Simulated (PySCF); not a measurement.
Job for PySCF: R-HF/STO-3G on H2O (SMILES O).

```python
from pyscf import gto, scf, dft, mp
from pyscf.data.elements import chemcore

mol = gto.M(
    atom='''
    O     0.06629290    0.37067383   -0.00444938
    H     0.92963070    0.60299616   -0.36283647
    H    -0.20267787   -0.42895236   -0.46928015
    ''',
    basis='sto-3g',
    charge=0, spin=0, verbose=3, max_memory=1800)
mf = scf.RHF(mol)
mf.conv_tol = 1e-8
mf.max_cycle = 100
mf.kernel()
if not mf.converged:
    mf = mf.newton().run(mf.mo_coeff, mf.mo_occ)
```

Output:

```
converged SCF energy = -74.9632499857432
```

Self-consistency was reached.

Cost: around 0.03 core-seconds (rough).
